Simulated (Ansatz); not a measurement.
Geometry optimisation of Cu₅⁺.

```yaml
crystal:
  periodic: [false, false, false]
  atoms:
    - {symbol: Cu, position_ang: [1.744837, 1.115961, -1.142161]}
    - {symbol: Cu, position_ang: [-1.084114, -2.100685, 0.070949]}
    - {symbol: Cu, position_ang: [1.693223, 1.201645, 1.131380]}
    - {symbol: Cu, position_ang: [0.000103, -0.000154, -0.000533]}
    - {symbol: Cu, position_ang: [-2.354050, -0.216756, -0.059645]}
basis:
  gaussian: {orbitals: def2-SVP}
total_charge: 1
magnetization: {spin_polarized: true, initial_magnetization: 2}
hamiltonian: {xc: pbe, dispersion: d4}
scf: {lower_state_search: "off"}
output: {orbitals: {seedname: orbitals}}
relax: {f_tol: 0.02, max_steps: 100}
```

```sh
$ ansatz run in.yaml --threads 4 --pin off --events-out ev --progress --plain --max-ram 8704MiB
```

It prints (some lines left out):

```
Functional definition: PBE
mean field -223132.13481368 eV, -8199.9547100096 hartree, gradient 2.5e-6 eV, S^2 2.003346; 0 other end points of the search recorded, 0 dependent functions left out
relax step   1: F+E_penalty+E_count = -223132.36843134 eV  Δ(F+E_penalty+E_count) = +0.000e0 eV  max|allowed force component| = 3.679e-1 eV/Å  Δτ_max = 0.0000 Å  (212 SCF iters, accepted)
mean field -223132.24729909 eV, -8199.9588437724 hartree, gradient 1.9e-6 eV, S^2 2.003427; 0 other end points of the search recorded, 0 dependent functions left out
relax step   2: F+E_penalty+E_count = -223132.48182853 eV  Δ(F+E_penalty+E_count) = -1.134e-1 eV  max|allowed force component| = 2.911e-1 eV/Å  Δτ_max = 0.0853 Å  (74 SCF iters, accepted)
mean field -223132.44371891 eV, -8199.9660620674 hartree, gradient 1.8e-6 eV, S^2 2.003042; 0 other end points of the search recorded, 0 dependent functions left out
relax step   3: F+E_penalty+E_count = -223132.68045162 eV  Δ(F+E_penalty+E_count) = -1.986e-1 eV  max|allowed force component| = 2.430e-1 eV/Å  Δτ_max = 0.1955 Å  (89 SCF iters, accepted)
mean field -223132.57799893 eV, -8199.9709967670 hartree, gradient 2.7e-6 eV, S^2 2.002802; 0 other end points of the search recorded, 0 dependent functions left out
relax step   4: F+E_penalty+E_count = -223132.81695107 eV  Δ(F+E_penalty+E_count) = -1.365e-1 eV  max|allowed force component| = 2.987e-1 eV/Å  Δτ_max = 0.1951 Å  (60 SCF iters, accepted)
mean field -223132.68567741 eV, -8199.9749538781 hartree, gradient 2.3e-6 eV, S^2 2.002775; 0 other end points of the search recorded, 0 dependent functions left out
relax step   5: F+E_penalty+E_count = -223132.92655312 eV  Δ(F+E_penalty+E_count) = -1.096e-1 eV  max|allowed force component| = 2.975e-1 eV/Å  Δτ_max = 0.1950 Å  (53 SCF iters, accepted)
mean field -223132.79559483 eV, -8199.9789932690 hartree, gradient 2.9e-6 eV, S^2 2.002787; 0 other end points of the search recorded, 0 dependent functions left out
relax step   6: F+E_penalty+E_count = -223133.03825666 eV  Δ(F+E_penalty+E_count) = -1.117e-1 eV  max|allowed force component| = 2.787e-1 eV/Å  Δτ_max = 0.1900 Å  (51 SCF iters, accepted)
mean field -223132.95937235 eV, -8199.9850119818 hartree, gradient 2.9e-6 eV, S^2 2.002971; 0 other end points of the search recorded, 0 dependent functions left out
relax step   7: F+E_penalty+E_count = -223133.20448875 eV  Δ(F+E_penalty+E_count) = -1.662e-1 eV  max|allowed force component| = 3.409e-1 eV/Å  Δτ_max = 0.1922 Å  (58 SCF iters, accepted)
mean field -223133.21062915 eV, -8199.9942454990 hartree, gradient 2.3e-6 eV, S^2 2.003479; 0 other end points of the search recorded, 0 dependent functions left out
relax step   8: F+E_penalty+E_count = -223133.45934714 eV  Δ(F+E_penalty+E_count) = -2.549e-1 eV  max|allowed force component| = 4.232e-1 eV/Å  Δτ_max = 0.1931 Å  (53 SCF iters, accepted)
mean field -223133.45234101 eV, -8200.0031282461 hartree, gradient 2.0e-6 eV, S^2 2.004027; 0 other end points of the search recorded, 0 dependent functions left out
relax step   9: F+E_penalty+E_count = -223133.70490093 eV  Δ(F+E_penalty+E_count) = -2.456e-1 eV  max|allowed force component| = 2.220e-1 eV/Å  Δτ_max = 0.1970 Å  (40 SCF iters, accepted)
mean field -223133.48674725 eV, -8200.0043926518 hartree, gradient 2.5e-6 eV, S^2 2.004236; 0 other end points of the search recorded, 0 dependent functions left out
relax step  10: F+E_penalty+E_count = -223133.74361532 eV  Δ(F+E_penalty+E_count) = -3.871e-2 eV  max|allowed force component| = 3.030e-1 eV/Å  Δτ_max = 0.2000 Å  (47 SCF iters, accepted)
mean field -223133.51416561 eV, -8200.0054002581 hartree, gradient 1.2e-6 eV, S^2 2.004093; 0 other end points of the search recorded, 0 dependent functions left out
relax step  11: F+E_penalty+E_count = -223133.76915135 eV  Δ(F+E_penalty+E_count) = -2.554e-2 eV  max|allowed force component| = 1.526e-1 eV/Å  Δτ_max = 0.1998 Å  (49 SCF iters, accepted)
mean field -223133.52053424 eV, -8200.0056343008 hartree, gradient 3.0e-6 eV, S^2 2.003961; 0 other end points of the search recorded, 0 dependent functions left out
relax step  12: F+E_penalty+E_count = -223133.77850480 eV  Δ(F+E_penalty+E_count) = -9.353e-3 eV  max|allowed force component| = 3.794e-2 eV/Å  Δτ_max = 0.1428 Å  (41 SCF iters, accepted)
mean field -223133.52054014 eV, -8200.0056345177 hartree, gradient 2.7e-6 eV, S^2 2.003788; 0 other end points of the search recorded, 0 dependent functions left out
relax step  13: F+E_penalty+E_count = -223133.78058051 eV  Δ(F+E_penalty+E_count) = -2.076e-3 eV  max|allowed force component| = 1.218e-1 eV/Å  Δτ_max = 0.1432 Å  (40 SCF iters, accepted)
mean field -223133.52256228 eV, -8200.0057088301 hartree, gradient 1.7e-6 eV, S^2 2.003772; 0 other end points of the search recorded, 0 dependent functions left out
relax step  14: F+E_penalty+E_count = -223133.78319868 eV  Δ(F+E_penalty+E_count) = -2.618e-3 eV  max|allowed force component| = 5.402e-2 eV/Å  Δτ_max = 0.0152 Å  (31 SCF iters, accepted)
mean field -223133.52288521 eV, -8200.0057206976 hartree, gradient 2.9e-6 eV, S^2 2.003687; 0 other end points of the search recorded, 0 dependent functions left out
relax step  15: F+E_penalty+E_count = -223133.78528253 eV  Δ(F+E_penalty+E_count) = -2.084e-3 eV  max|allowed force component| = 9.975e-3 eV/Å  Δτ_max = 0.0639 Å  (33 SCF iters, accepted)
mean field -223133.52217698 eV, -8200.0056946704 hartree, gradient 2.6e-6 eV, S^2 2.003547; 0 other end points of the search recorded, 0 dependent functions left out
relax step  16: F+E_penalty+E_count = -223133.78725406 eV  Δ(F+E_penalty+E_count) = -1.972e-3 eV  max|allowed force component| = 3.557e-2 eV/Å  Δτ_max = 0.0991 Å  (42 SCF iters, accepted)
mean field -223133.52462844 eV, -8200.0057847600 hartree, gradient 2.9e-6 eV, S^2 2.003316; 0 other end points of the search recorded, 0 dependent functions left out
relax step  17: F+E_penalty+E_count = -223133.79507345 eV  Δ(F+E_penalty+E_count) = -7.819e-3 eV  max|allowed force component| = 2.351e-1 eV/Å  Δτ_max = 0.1957 Å  (36 SCF iters, accepted)
mean field -223133.57086337 eV, -8200.0074838624 hartree, gradient 2.0e-6 eV, S^2 2.003148; 0 other end points of the search recorded, 0 dependent functions left out
relax step  18: F+E_penalty+E_count = -223133.84670419 eV  Δ(F+E_penalty+E_count) = -5.163e-2 eV  max|allowed force component| = 3.380e-1 eV/Å  Δτ_max = 0.1952 Å  (32 SCF iters, accepted)
mean field -223133.68874346 eV, -8200.0118158759 hartree, gradient 1.6e-6 eV, S^2 2.003035; 0 other end points of the search recorded, 0 dependent functions left out
relax step  19: F+E_penalty+E_count = -223133.96908881 eV  Δ(F+E_penalty+E_count) = -1.224e-1 eV  max|allowed force component| = 3.874e-1 eV/Å  Δτ_max = 0.1951 Å  (32 SCF iters, accepted)
mean field -223133.86448928 eV, -8200.0182744156 hartree, gradient 2.6e-6 eV, S^2 2.002982; 0 other end points of the search recorded, 0 dependent functions left out
relax step  20: F+E_penalty+E_count = -223134.14819185 eV  Δ(F+E_penalty+E_count) = -1.791e-1 eV  max|allowed force component| = 3.932e-1 eV/Å  Δτ_max = 0.1951 Å  (32 SCF iters, accepted)
mean field -223133.97382270 eV, -8200.0222923447 hartree, gradient 2.8e-6 eV, S^2 2.003009; 0 other end points of the search recorded, 0 dependent functions left out
relax step  21: F+E_penalty+E_count = -223134.25983874 eV  Δ(F+E_penalty+E_count) = -1.116e-1 eV  max|allowed force component| = 1.936e-1 eV/Å  Δτ_max = 0.1951 Å  (32 SCF iters, accepted)
mean field -223134.02160783 eV, -8200.0240484156 hartree, gradient 8.9e-6 eV, S^2 2.003184; 0 other end points of the search recorded, 0 dependent functions left out
relax step  22: F+E_penalty+E_count = -223134.30661477 eV  Δ(F+E_penalty+E_count) = -4.678e-2 eV  max|allowed force component| = 1.787e-1 eV/Å  Δτ_max = 0.2000 Å  (33 SCF iters, accepted)
mean field -223134.01969424 eV, -8200.0239780926 hartree, gradient 2.1e-6 eV, S^2 2.003518; 0 other end points of the search recorded, 0 dependent functions left out
relax step  23: F+E_penalty+E_count = -223134.30381490 eV  Δ(F+E_penalty+E_count) = +2.800e-3 eV  max|allowed force component| = 2.247e-1 eV/Å  Δτ_max = 0.1973 Å  (39 SCF iters, rejected (line search))
mean field -223134.03305576 eV, -8200.0244691195 hartree, gradient 3.0e-6 eV, S^2 2.003326; 0 other end points of the search recorded, 0 dependent functions left out
relax step  24: F+E_penalty+E_count = -223134.31835660 eV  Δ(F+E_penalty+E_count) = -1.174e-2 eV  max|allowed force component| = 4.570e-2 eV/Å  Δτ_max = 0.0875 Å  (31 SCF iters, accepted)
mean field -223134.03383797 eV, -8200.0244978652 hartree, gradient 9.0e-6 eV, S^2 2.003381; 0 other end points of the search recorded, 0 dependent functions left out
relax step  25: F+E_penalty+E_count = -223134.31891308 eV  Δ(F+E_penalty+E_count) = -5.565e-4 eV  max|allowed force component| = 7.915e-2 eV/Å  Δτ_max = 0.0306 Å  (27 SCF iters, accepted)
mean field -223134.03452363 eV, -8200.0245230626 hartree, gradient 6.8e-6 eV, S^2 2.003378; 0 other end points of the search recorded, 0 dependent functions left out
relax step  26: F+E_penalty+E_count = -223134.31967612 eV  Δ(F+E_penalty+E_count) = -7.630e-4 eV  max|allowed force component| = 6.393e-3 eV/Å  Δτ_max = 0.0073 Å  (29 SCF iters, accepted)
Total energy: -223134.31973136 eV, -8200.0350042535 hartree
Atom 0 at     0.492355     1.730014    -0.621890 Å, force     0.000755     0.004115     0.000912 eV/Å
Atom 1 at    -0.544202    -1.631096     0.815794 Å, force    -0.001494    -0.001810     0.003464 eV/Å
Atom 2 at     1.173569     0.041220     0.942567 Å, force     0.000839     0.000451     0.001291 eV/Å
Atom 3 at     0.312485    -0.597384    -1.171223 Å, force     0.001707    -0.003184    -0.006393 eV/Å
Atom 4 at    -1.434208     0.457258     0.034742 Å, force    -0.001807     0.000427     0.000726 eV/Å
Dipole moment:     0.021119    -0.040332    -0.079025 e Å
Checks for a lower state left out: stability, starts, cluster_reference, orbital_swaps, neighbouring_geometries, increment
```

It took 1.9 min on 4 threads of Arm Neoverse V2 on a shared host.

At PBE-D4/def2-SVP a singlet of charge 1 lies 0.07 eV below the triplet, each at its own geometry. The structure comes from a short search, and lower isomers may exist.
